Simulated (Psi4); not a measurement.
Pair of molecules, SMILES N with SMILES Cl (the first has 4 atoms); geometry from B3LYP-D3(BJ)/def2-TZVP, rigid monomers moved along the line of their centres of mass till N1···H6 is 3.12 Å.
(charge 0, multiplicity 1):
```xyz
6

N     -0.0303     0.0770     0.6092
H     -0.5200    -0.7547     0.2991
H     -0.4651     0.8821     0.1729
H      0.9284     0.0198     0.2851
Cl    -0.1729     0.4247     5.0535
H     -0.1301     0.3200     3.7162
```

All values below come from SAPT0/jun-cc-pV(D+d)Z run with Psi4.

Q: Which attractive term is largest, and how does the interaction split up?

A: electrostatics -133.6, exchange 14.8, induction -14.0, dispersion -11.3, total -144.0 meV; the largest attraction is electrostatics.
